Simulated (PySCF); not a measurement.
V(OH)3 (H₃O₃V), SMILES [OH][V]([OH])[OH] (connectivity only; charge and spin as stated), neutral, multiplicity 3. Geometry: PBE-D3(BJ)/def2-SVP. The spin state was assumed, not searched. One conformer was computed; it need not be the lowest.

These are PBE-D3(BJ)/def2-SVP (PySCF) values and carry that method's errors.

Harmonic wavenumbers (cm⁻¹): 109, 125, 177, 185, 324, 342, 372, 444, 654, 676, 754, 781, 3650, 3774, 3776. Rotational constants (GHz): 6.421, 5.378, 3.000; symmetry number 1.

Work out the zero-point energy and the ideal-gas rigid-rotor harmonic-oscillator thermochemistry at 298.15 K and 1 atm.

ZPE = ½ Σ hcν = ½ × 16142 cm⁻¹ = 96.55 kJ/mol. H − E(el) = 117.99 kJ/mol. Entropy in J/(mol K): translation 166.42, rotation 106.87, vibration 69.02, spin 9.13, total 351.44. G − E(el) = 13.21 kJ/mol. Cp = 104.10 J/(mol K). Modes under 150 cm⁻¹ make the vibrational entropy uncertain.
